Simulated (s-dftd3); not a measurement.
N2, charge +1, doublet, geometry from GFN2-xTB (a state made from the parent by changing its charge; the spin is typed, not shown lowest); D3(op) for pbe (s-dftd3).

Here is a job for s-dftd3.
```
$ s-dftd3 mol.xyz --op pbe --json dftd3.json --noedisp --grad

# file mol.xyz
2

N     -0.00000000    -0.00000000    -0.53416778
N      0.00000000     0.00000000     0.53416778
```

The log (banner, timings and long lists left out):

```
-----------------------------------
 s i m p l e   D F T - D 3  v1.4.0
-----------------------------------

Optimized power damping: pbe-D3(op)
--------------------
   s6        0.9183
   s8        0.0000
   s9        0.0000
   a1        0.2000
   a1        4.7500
  alp       14.0000
 beta        6.0000
--------------------

Dispersion energy:      -1.1965986384154E-06 Eh

Gradient norm:           5.0292710178275E-06 Eh/a0
--------------------------------------------------
     #    Z           dE/dx      dE/dy      dE/dz
--------------------------------------------------
     1    7 N     0.000E+00  0.000E+00  3.556E-06
     2    7 N     0.000E+00  0.000E+00 -3.556E-06
--------------------------------------------------

Virial:
--------------------------------------------------
      component           x          y          z
--------------------------------------------------
          x       0.000E+00  0.000E+00  0.000E+00
          y       0.000E+00  0.000E+00  0.000E+00
          z       0.000E+00  0.000E+00 -7.180E-06
--------------------------------------------------

[Info] JSON dump of results written to 'dftd3.json'
```
